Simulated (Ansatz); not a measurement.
Correlation energies of `[CH3][Au-][P+](F)(F)F` by basis set

Cartesian coordinates in Å:
```
C -0.489 -2.060 0.767
Au -0.043 -0.182 0.068
P 0.441 1.861 -0.693
F -0.699 2.909 -0.777
F 1.010 2.000 -2.129
F 1.495 2.704 0.071
H -0.123 -2.823 0.075
H -1.569 -2.182 0.875
H -0.023 -2.226 1.742
```

Charge 0, multiplicity 1. Correlated methods include outer-core shells of Au, which these sets cover unevenly. Au takes the def2 core potential. The structure was optimised at the PBE0-D4/def2-TZVP level. It is one conformer, not always the lowest. Frozen core, restricted reference, the Gaussian-basis code of Ansatz.

```json
{"basis": "def2-SVP", "HF (Eh)": "-813.15170", "MP2 corr.": "-1.21738"}
{"basis": "def2-TZVPP", "HF (Eh)": "-813.74875", "MP2 corr.": "-1.73937"}
{"basis": "def2-QZVPP", "HF (Eh)": "-813.77795", "MP2 corr.": "-1.91758"}
```

Q: Estimate the CCSD correlation energy and the (T) correction in each basis where they were run (hartree).

A: 
```tsv
basis	CCSD corr.	(T)
def2-SVP	-1.20361	-0.02895
def2-TZVPP	-1.69747	-0.06182
```
